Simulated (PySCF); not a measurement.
Broadened absorption spectrum of C3H12B2O2Si

C3H12B2O2Si.
Z-matrix (Å and degrees, PBE0-D3(BJ)/def2-SVP geometry), rows numbered from 1:
```
B 
O   1  1.3300
B   2  1.3510  1  174.47
O   3  1.3436  2  119.27  1    80.44
Si  4  1.6925  3  136.20  2   179.10
C   5  1.8720  4  109.76  3     3.86
C   5  1.8682  4  106.23  3   124.37
C   5  1.8684  4  106.29  3  -116.67
H   1  1.2126  2  118.93  3  -170.70
H   1  1.2136  2  119.27  3     9.62
H   3  1.2122  2  117.68  1  -100.03
H   6  1.1018  5  110.33  4   177.97
H   6  1.1010  5  111.39  4   -62.29
H   6  1.1011  5  111.38  4    58.23
H   7  1.1009  5  110.83  4    58.86
H   7  1.1016  5  110.97  4   178.91
H   7  1.1012  5  110.95  4   -61.08
H   8  1.1010  5  110.79  4   -59.94
H   8  1.1015  5  111.21  4   179.86
H   8  1.1013  5  110.77  4    59.82
```

Computed, not measured: PySCF 2.14.0, density-fitted response routines, TDDFT wB97X-D/def2-SVPD, vertical, gas phase, core orbitals frozen in the response.

Each state is given a Gaussian of 0.4 eV full width at half maximum, with ε(max) = 2.175×10⁸ f / Δν̃ (Δν̃ the width in cm⁻¹). The cross-section is σ = 3.8235×10⁻²¹ ε cm², given in Mb (10⁻¹⁸ cm²). The width is an assumption, not a result. The curve ends short of the highest state used, and states not computed would add to its high-energy end.

(E (eV), σ (Mb)): (5.39, 0.00), (5.47, 0.00), (5.56, 0.00), (5.64, 0.00), (5.73, 0.00), (5.81, 0.00), (5.90, 0.00), (5.98, 0.00), (6.07, 0.00), (6.15, 0.00), (6.24, 0.00), (6.32, 0.00), (6.41, 0.00), (6.49, 0.00), (6.58, 0.00), (6.66, 0.00), (6.75, 0.00), (6.83, 0.00), (6.92, 0.00), (7.00, 0.00), (7.09, 0.00), (7.17, 0.00), (7.26, 0.01), (7.34, 0.06), (7.43, 0.25), (7.51, 0.86), (7.60, 3.00), (7.68, 8.25), (7.77, 22.36), (7.85, 46.25), (7.94, 84.90), (8.02, 119.27), (8.11, 139.69), (8.19, 133.67), (8.28, 107.18), (8.36, 78.85)

(1) Locate the maxima and give the states behind the curve.

(2) Coming from long wavelengths, where does ε first pass 100 L mol⁻¹ cm⁻¹?

Answers

(1) 153 nm (8.13 eV), ε about 37000, made up of S3 (31%) and S4 (60%) (ε in L mol⁻¹ cm⁻¹; maxima over ε = 5, shares over 10%). The states used: S1 5.99 eV (f 0.0000); S2 7.83 eV (f 0.012); S3 8.07 eV (f 0.180); S4 8.13 eV (f 0.326); S5 8.25 eV (f 0.0089); S6 8.38 eV (f 0.035); S7 8.40 eV (f 0.097); S8 8.86 eV (f 0.025); S9 8.93 eV (f 0.0066); S10 8.96 eV (f 0.048).

(2) At about 166 nm (7.46 eV), 1.47 eV above S1.

The vertical ionisation energy (ΔSCF) is 10.19 eV, 1.22 eV above S10.

On Arm Neoverse V1, one thread, on a shared host, this took 6.4 min and 1.2 GiB of memory at its peak.

One conformer stands for the species.
